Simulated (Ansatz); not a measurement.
Species: SiCl₂ (charge +1, doublet). 
Coordinates optimised at B3LYP-D3(BJ)/def2-TZVP (Ansatz, a program for electronic structure):
```xyz
3

Si    -0.0100     0.0025     0.6773
Cl     1.0963     1.3404    -0.2677
Cl    -1.0881    -1.3424    -0.2901
```
Charge +1, spin multiplicity 2.

Basis-set convergence of Hartree-Fock and MP2 correlation energies (hartree) with Ansatz. Valence correlation only, unless marked. UHF or UKS for open shells. Spin-orbit coupling is left out. No relativistic terms.

```tsv
basis	functions	E(HF)	E(corr, MP2)
cc-pV(D+d)Z	69	-1207.69273	-0.33294
cc-pV(T+d)Z	117	-1207.74288	-0.44259
cc-pV(Q+d)Z	192	-1207.75335	-0.48623
```

Extrapolating the two largest sets (X = 3 and 4) as X^-3: E(corr) = (64·(-0.48623) - 27·(-0.44259))/37 = -0.5181 Eh, an estimate of the basis-set limit. The largest set recovers 93.9 % of it, the smallest 64.3 %.
